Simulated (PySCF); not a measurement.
These compounds are isomers of formula C6H9NOSi.

A. SMILES C[C@@H]1[SiH2]OCC=C1C#N
B. SMILES C[Si]1(C)CC(C#N)=CO1
C. `N#CC[SiH2]O[C@]12C[C@H]1C2`
D. `C(C(CC#C)=O)(=C)[SiH2]N`

Spectrum 1. ¹³C{¹H} NMR (computed): δ 151.8 (CH), 124.5 (C), 122.1 (C), 67.8 (CH2), 21.3 (CH), 20.3 (CH3).

Spectrum 2. ¹³C{¹H} NMR (computed): δ 119.6 (C), 53.9 (C), 35.4 (CH2), 3.9 (CH), 0.4 (CH2).

Spectrum 3. ¹³C{¹H} NMR (computed): δ 206.8 (C), 154.7 (C), 146.4 (CH2), 85.4 (C), 81.1 (CH), 32.8 (CH2).

Spectrum 4. ¹³C{¹H} NMR (computed): δ 168.7 (CH), 121.7 (C), 95.1 (C), 20.7 (CH2), 0.8 (CH3).

How the numbers were obtained: NMR shieldings at PBE0/pcSseg-1/GIAO, geometry from GFN2-xTB, in PySCF (in vacuum, one averaged value for each set of equivalent atoms, no relativistic terms, a single conformation).

δ = σ(ref) − σ, references computed at the same level: ¹³C against TMS. Shifts are as computed. Against solution values, carbons near 30 ppm lie about +3 ppm off and those near 130 ppm about +5 ppm. Of 1309 compounds with measured shifts, 239 miss one by over three times the rms of a fit or turn the order of signals round; such compounds aren't used in these exercises.

Question: Which spectrum belongs to which compound?

Answer: 1–A, 2–C, 3–D, 4–B.

- Spectrum 1 (A): 6 ¹³C signals; δC 151.8 is an alkene CH; δC 124.5 is a nitrile carbon.
- Spectrum 2 (C): 5 ¹³C signals; δC 119.6 is a nitrile carbon; δC 53.9 is a three-membered-ring carbon.
- Spectrum 3 (D): 6 ¹³C signals; δC 206.8 is a ketone carbonyl carbon; δC 154.7 is an α carbon of a C=C–C=O unit.
- Spectrum 4 (B): 5 ¹³C signals; δC 168.7 is an alkene carbon bearing oxygen; δC 121.7 is a nitrile carbon.
